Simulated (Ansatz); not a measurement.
A run of Ansatz (development build ahead of 0.2.0) on sextet FeCl₄(-) at this shape:

```
atom    x (Å)    y (Å)    z (Å)
  Fe   0.0000   0.0000   0.0000
  Cl   1.2644   1.2644   1.2644
  Cl   1.2644  -1.2644  -1.2644
  Cl  -1.2644   1.2644  -1.2644
  Cl  -1.2644  -1.2644   1.2644
```

Its results:

```yaml
Converged: yes
Total_energy: -3100.82317 hartree
Spin_squared_of_the_determinant: 8.766
Stability_test: minimum
```

Which input gives this output? Name the method, the orbitals and the basis set, and write the input.

UHF in pcseg-2.

```yaml
crystal:
  periodic: [false, false, false]
  atoms:
    - { symbol: Fe, position_ang: [0.0, 0.0, 0.0] }
    - { symbol: Cl, position_ang: [1.2644, 1.2644, 1.2644] }
    - { symbol: Cl, position_ang: [1.2644, -1.2644, -1.2644] }
    - { symbol: Cl, position_ang: [-1.2644, 1.2644, -1.2644] }
    - { symbol: Cl, position_ang: [-1.2644, -1.2644, 1.2644] }
basis:
  gaussian: { orbitals: pcseg-2 }
total_charge: -1
magnetization:
  spin_polarized: true
  initial_magnetization: 5
hamiltonian:
  xc: hf
```

Caution: no diffuse functions for an anion; other spin multiplicities were not run.
